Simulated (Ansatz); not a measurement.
Mulliken charges of CH5ClSeSi, SMILES `C[Se][SiH2]Cl` from ωB97M-V/def2-TZVPP in Ansatz (PBE0-D4/def2-TZVP geometry).

| atom | x (Å) | y (Å) | z (Å) | charge (e) |
| --- | --- | --- | --- | --- |
| C1 | 0.022 | 1.269 | -0.976 | -0.430 |
| Se2 | 1.458 | 0.212 | -0.165 | -0.073 |
| Si3 | 0.127 | -1.162 | 1.018 | 0.271 |
| Cl4 | -1.058 | -2.340 | -0.188 | -0.215 |
| H5 | 0.509 | 2.017 | -1.598 | 0.151 |
| H6 | -0.567 | 1.759 | -0.204 | 0.157 |
| H7 | -0.605 | 0.629 | -1.594 | 0.159 |
| H8 | 1.011 | -2.038 | 1.819 | -0.008 |
| H9 | -0.809 | -0.392 | 1.870 | -0.013 |

By hand: the dipole of these point charges (1 e Å = 4.8032 D).

Σ q r = (0.040, 0.329, 0.182) e Å, of length 0.378 e Å = 1.82 D.

How does the dipole of the full density compare? (Estimate.)

The calculation gave: (-0.078, 0.285, 0.024) e Å, 1.42 D; the point charges give 1.28 times that, at 32° from its direction.

Point charges leave out the atoms' own dipoles, such as those of lone pairs, and Mulliken's split depends on the basis, so the two needn't agree.
